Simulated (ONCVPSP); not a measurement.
**Varying the ONCV potential for bismuth**

Base potential:

ONCVPSP 4.0.1 input, shortened (lines: element, Z, core and valence counts, functional; n l f; lmax; l rc ep ncon nbas qcut; lloc lpopt rc5 dvloc0; l nproj debl; icmod fcfact rcfact), PBE, fully relativistic:

```
  Bi 83.00   10    5        4      upf
    1    0    2.00
    2    0    2.00
    2    1    6.00
    3    0    2.00
    3    1    6.00
    3    2   10.00
    4    0    2.00
    4    1    6.00
    4    2   10.00
    4    3   14.00
    5    0    2.00
    5    1    6.00
    5    2   10.00
    6    0    1.50
    6    1    3.50
    2
    0    1.30    0.00    4    8   11.50
    1    1.35    0.00    4    8   10.60
    2    1.85    0.00    3    7    9.80
    4    5    1.15    3.00
    0    2    0.90
    1    2    1.10
    2    1    0.90
    1    0.50    0.00
```

Open shells are filled in proportion to 2j + 1.

Cutoffs, loose and tight: the cutoffs (Ha) at which the residual kinetic energy of the hardest occupied pseudo-wave falls to 1 and 0.1 mHa per electron. They do not see the model core or the augmentation charge, which bear on the density cutoff. Test errors are all-electron minus pseudo excitation energies from the reference, over the configurations 5s2 5p6 5d10 6s2 6p3; 5s2 5p6 5d10 6s2 6p2; 5s2 5p6 5d10 6s2 6p1; 5s2 5p6 5d9 6s2 6p4. A dash means not determined; rows that change the core or the reference have their own tests.

A true bound ghost makes a file unfit for plane-wave use even where its test errors are small: the radial tests pick states by their node count and pass the ghost by.

| change | outcome | cutoff, loose | cutoff, tight | bound ghosts | GHOST(+) flags above zero | largest test error (meV) |
| --- | --- | --- | --- | --- | --- | --- |
| base | generated | 44 Ha | 51 Ha | p1/2 | s | +3.1 |
| s: nbas 9 | generated | 44 Ha | 51 Ha | p1/2 | s | +3.0 |
| d: rc 1.3, qcut 13.9, nproj 0; local potential the d channel | generated, misses its reference levels by 1.85 eV | 54 Ha | 67 Ha | p3/2 | none | +41 |
| s: qcut 11 | generated | 42 Ha | 48 Ha | p1/2 | s | +3.2 |
| d: qcut 8.9 | generated | 44 Ha | 51 Ha | p1/2 | s | +3.2 |
| core correction polynomial model core, fcfact 1.16 | generated | 44 Ha | 51 Ha | p1/2 | s | +3.1 |
| all radii but the core radius scaled by about 1.09 (s 1.42, p 1.48, d 2.02 bohr); local potential polynomial inside 1.26 bohr (lpopt 5, dvloc0 3 Ha) | generated | 40 Ha | 47 Ha | none | s | +12 |
| scalar-relativistic; d: rc 1.3, qcut 13.9 | generated | 53 Ha | 66 Ha | none | s | -9.0 |

(1) What comes out with this change to the base: local potential polynomial inside 1.15 bohr (lpopt 5, dvloc0 0.5 Ha)?

(2) What comes out with this change to the base: s: qcut 7.8; p: qcut 7.2; d: qcut 6.7?

(3) What comes out with this change to the base: d: rc 1.6?

Results:

(1) outcome: generated; cutoff, loose: 44 Ha; cutoff, tight: 51 Ha; bound ghosts: none; GHOST(+) flags above zero: s; largest test error (meV): +0.9.

(2) outcome: generated; cutoff, loose: 29 Ha; cutoff, tight: 102 Ha; bound ghosts: none; GHOST(+) flags above zero: s; largest test error (meV): +34.

(3) outcome: generated; cutoff, loose: 44 Ha; cutoff, tight: 51 Ha; bound ghosts: p1/2; GHOST(+) flags above zero: s; largest test error (meV): -3.4.
